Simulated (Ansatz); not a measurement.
CoPt₂, relaxed as a sextet with UKS PBE0-D4/def2-TZVP in Ansatz, starting from the PBE0-D4/def2-TZVP geometry of the neutral doublet. Force threshold 0.02 eV/Å.

In the def2 sets Pt takes a core potential; there is no spin–orbit coupling. The relaxation made no stability test and no search for a lower SCF solution. At PBE0-D4/def2-TZVP a quartet of charge 0 lies 0.57 eV below the sextet, each at its own geometry. The structure comes from a short search, and lower isomers may exist.

Start:

```xyz
3

Pt    0.6059    1.2331    0.3615
Pt   -0.1455   -1.0636    0.9306
Co   -0.4604   -0.1695   -1.2921
```

(1) Estimate the energy that the relaxation releases and the steps that it takes.

(2) Does the start keep its bonding and symmetry?

(3) Predict the relaxed structure.

## Answers

(1) 5.5 kJ/mol, in 4 steps; 15 s on 4 threads of Arm Neoverse V2 on a shared host. No frequencies were taken in this run, so the end may be a saddle point.

(2) By distances, no bond broke or formed. The bond that changes most is Pt2–Co3, from 2.42 to 2.35 Å (atoms count from 1). Point group C2v at the start, C2v at the end, both within 0.05 Å.

(3) 
Cartesian coordinates in Å:
```
Pt 0.603 1.252 0.326
Pt -0.164 -1.090 0.906
Co -0.439 -0.162 -1.232
```
Bond lengths (bridged metal pairs left out): 2 × Co–Pt 2.35 Å; 1 × Pt–Pt 2.53 Å.
